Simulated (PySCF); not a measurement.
**Radial density of Sm⁴³⁺ (samarium, charge +43)**

UHF, [Ar] 3d1, 2D determinant. Calculation: PySCF 2.14, in an even-tempered Gaussian basis (16 s from 8.4 bohr⁻², ratio 2.5; 10 p from 11 bohr⁻², ratio 2.5; 7 d from 11 bohr⁻², ratio 2.5; 4 f from 38 bohr⁻², ratio 2.7; 3 g from 57 bohr⁻², ratio 2.7); no relativity, point nucleus.

| r (bohr) | 4πr²ρ (e/bohr) | 4πr²(ρα − ρβ) |
| --- | --- | --- |
| 0.000458 | 0.4224 | 0.0000 |
| 0.000771 | 1.150 | 0.0000 |
| 0.00130 | 3.048 | 0.0000 |
| 0.00218 | 7.728 | 0.0000 |
| 0.00367 | 18.19 | -0.0001 |
| 0.00617 | 37.80 | -0.0002 |
| 0.0104 | 63.97 | -0.0003 |
| 0.0175 | 78.95 | 0.0010 |
| 0.0294 | 71.58 | 0.0215 |
| 0.0494 | 84.37 | 0.2379 |
| 0.0830 | 92.89 | 1.5594 |
| 0.140 | 43.17 | 4.7018 |
| 0.235 | 47.53 | 4.0312 |
| 0.395 | 7.401 | 0.4229 |
| 0.665 | 0.05111 | 0.0026 |

A non-relativistic calculation at this Z misses sizeable relativistic shifts. Spin-orbit coupling, absent here, splits the open shell strongly.
